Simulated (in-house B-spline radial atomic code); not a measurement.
Configurations of Ca VI (Ca5+), with energies counted from [Ne] 3s2 3p3. All numbers are computed (scalar-relativistic (X2C) LC-wPBE, spin-polarised, spherical fractional occupations; Fermi nucleus of rms radius 3.4776 fm) with a radial B-spline atomic code at the basis-set limit, not measured. Caution: exact exchange at fractional occupations of open shells leaves self-interaction of up to several eV. Shells without spins written out take the highest spin.

Occupations are held fixed; configurations that lie above the ionisation limit could autoionise.

```tsv
configuration	E - E(ref) (eV)	highest orbital	its <r> (bohr)
[Ne] 3s1 3p4	23.992	3p down	1.131
[Ne] 3s2 3p(2 up, 0 down) 3d(0 up, 1 down)	42.025	3d down	1.209
[Ne] 3s1 3p3 4p1	76.676	4p up	2.512
[Ne] 3s1 3p3 4f1	92.432	4f up	2.821
[He] 2s2 2p5 3s2 3p4	341.87	3p down	1.083
[He] 2s2 2p5 3s2 3p3 3d1	368.47	3d up	1.108
[He] 2s2 2p5 3s2 3p3 4f1	417.74	4f up	2.817
```

Task: Order these further configurations by energy, lowest first.
A. [Ne] 3s(0 up, 1 down) 3p(2 up, 1 down) 4d(0 up, 1 down)
B. [Ne] 3s2 3p2 4s1
C. [Ne] 3s1 3p3 4s1
D. [Ne] 3s(0 up, 1 down) 3p(1 up, 2 down) 4s(0 up, 1 down)
E. [Ne] 3s2 3p(2 up, 1 down)

Result: E (10.756 eV), B (57.599 eV), C (67.538 eV), D (81.91 eV), A (103.4 eV).

Task: How far above the reference does [Ne] 3s2 3p(2 up, 0 down) 4d(1 up, 0 down) lie?

Result: 76.384 eV; its least bound orbital is 4d up with <r> = 2.856 bohr.

Task: How far above the reference does [Ne] 3s2 3p2 3d1 lie?

Result: 38.613 eV; its least bound orbital is 3d up with <r> = 1.193 bohr.
